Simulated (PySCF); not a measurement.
# Reading the logs of faulty runs: AlGeH5N

These are calculations, not measurements. They come from PySCF 2.14.0, an open-source quantum chemistry program, on an isolated molecule that a program drew, which may never have been made. The molecule is AlGeH5N (charge 0, doublet), drawn as the SMILES string `[NH2][Al][GeH3]`.

Each row is a Hartree-Fock (HF) and frozen-core CCSD(T) single point in the cc-pV(D+d)Z basis, meant for a local HF minimum. Run 1 is clean. Each other run has one planted mistake out of seven kinds, and not every kind appears here: one electron removed, one electron added, multiplicity raised by two, geometry at a saddle point, minimal basis STO-3G, one bond length entered in bohr, all coordinates scaled. The reference is restricted for singlets and unrestricted otherwise, and also for a bond in bohr. Adding or removing an electron swaps singlet and doublet. Electrons count all cores. HOMO and LUMO are orbital energies over both spins, the gradient is its largest component, and the lowest frequency (negative if imaginary) is given only where the gradient is small. Bond lengths are over the 7 bonds as drawn. T1 is the CCSD diagnostic: over 0.02 (restricted) or 0.045 (unrestricted) a single reference is doubtful. Germanium has the cc-pVDZ-PP basis, with a core potential (ECP10MDF) in place of its 10 inner electrons, and its 3s, 3p and 3d shells are frozen in CCSD(T).

Geometry of the clean run:
```xyz
8
AlGeH5N, angstrom
N     1.3271    0.3180   -1.0577
Al    1.1277    1.4673    0.2748
Ge    0.1510    0.5796    2.4346
H     1.0850   -0.6565   -1.0271
H     1.7002    0.5386   -1.9630
H    -0.1876   -0.9227    2.3838
H     1.1229    0.7818    3.6104
H    -1.1459    1.3202    2.8057
```

| run | electrons | basis functions | <S^2> | HOMO (eV) | LUMO (eV) | gradient (hartree/bohr) | lowest frequency (cm^-1) | mean bond (Å) | longest bond (Å) | T1 | HF (hartree) | CCSD(T) (hartree) | mistake |
|---|---|---|---|---|---|---|---|---|---|---|---|---|---|
| 1 | 57 | 85 | 0.758 | -7.66 | 1.13 | 1.3e-05 | 39 | 1.5613 | 2.531 | 0.0172 | -592.66706 | -593.03954 | no fault |
| 2 | 57 | 85 | 3.765 | -5.26 | -0.64 | 8.1e-02 | - | 1.5613 | 2.531 | 0.0160 | -592.53195 | -592.86817 | multiplicity raised by two |
| 3 | 57 | 85 | 0.771 | -7.96 | 0.50 | 6.4e-02 | - | 1.6987 | 2.754 | 0.0214 | -592.62565 | -593.01011 | all coordinates scaled |
| 4 | 56 | 85 | 0.000 | -16.06 | -6.17 | 4.6e-02 | - | 1.5613 | 2.531 | 0.0179 | -592.41158 | -592.78194 | one electron removed |
| 5 | 57 | 85 | 1.117 | -7.05 | 1.18 | 2.1e-02 | - | 1.7864 | 3.347 | 0.0650 | -592.57528 | -592.93167 | one bond length entered in bohr |
| 6 | 58 | 85 | 0.000 | -0.37 | 6.79 | 5.5e-02 | - | 1.5613 | 2.531 | 0.0163 | -592.65120 | -593.05544 | ? |

**Which mistake was planted in run 6, and what did it cost?**

It counts 58 electrons, one more than the clean run, at the same geometry and basis. So the mistake is: one electron added. Subtracting run 1 and multiplying by 627.51 kcal/mol a hartree, the energy moved by 10.0 kcal/mol in HF and -10.0 kcal/mol in CCSD(T).

Cautions from the logs. Run 5: T1 is over the limit, so its CCSD(T) energy is less reliable.
